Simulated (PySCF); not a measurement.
Ti (titanium, neutral) across methods

[Ar] 3d4, high-spin 5D determinant (an excited configuration). Calculation: PySCF 2.14, in x2c-TZVPPall (6s5p4d2f1g, 64 functions); scalar relativity by spin-free X2C-1e.

```tsv
method	E (hartree)	mean ε 3p α (eV)	mean ε 3p β (eV)	mean ε 3d α (eV)	Σ⟨r²⟩ (bohr²)	⟨S²⟩
UHF	-852.57130	-45.589	-39.658	-4.413	37.18	6.002
TPSSh	-853.613	-35.630	-32.770	-1.335	39.94	6.000
r2SCAN	-853.563	-35.341	-32.250	-1.076	40.17	6.001
PBE	-853.389	-34.207	-31.792	-1.131	40.78	6.000
PBEsol	-852.415	-34.114	-31.723	-1.124	40.59	6.000
BHandHLYP	-853.564	-39.899	-35.940	-2.671	38.13	6.000
M06	-853.550	-37.226	-34.237	-1.813	39.74	6.000
LDA	-851.522	-34.171	-31.865	-1.256	40.54	6.000
PBE0	-853.403	-37.133	-33.909	-1.956	39.27	6.000
```
